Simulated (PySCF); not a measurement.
These are TPSSh-D3(BJ)/def2-TZVP // CAM-B3LYP-D3(BJ)/def2-TZVP (PySCF) values and carry that method's errors. Gas-phase values, no solvent. One relaxed conformer stands for a flexible species; it need not be the lowest. Excitations are Tamm–Dancoff values on a coarser integration grid. The basis has no diffuse functions, so Rydberg states are missing or too high.

Reference species (SMILES): `C/C([SiH3])=C/Cl` (neutral, multiplicity 1).

| Quantity | Value |
|---|---|
| brightest of the four lowest singlets (TDA) | 6.31 eV |
| S1 excitation (TDA) | 6.31 eV |
| S1–T1 gap (TDA) | 2.36 eV |

Changed species: `[SiH3]C/C=C/Cl` (Si–C–C–C torsion 109°).

Task: Predict the effect on the brightest of the four lowest singlets (TDA), S1 excitation (TDA) and S1–T1 gap (TDA).

Result: the brightest of the four lowest singlets (TDA) rises by 0.12 eV, to 6.43 eV; the S1 excitation (TDA) falls by 0.19 eV, to 6.12 eV; the S1–T1 gap (TDA) falls by 0.30 eV, to 2.06 eV.
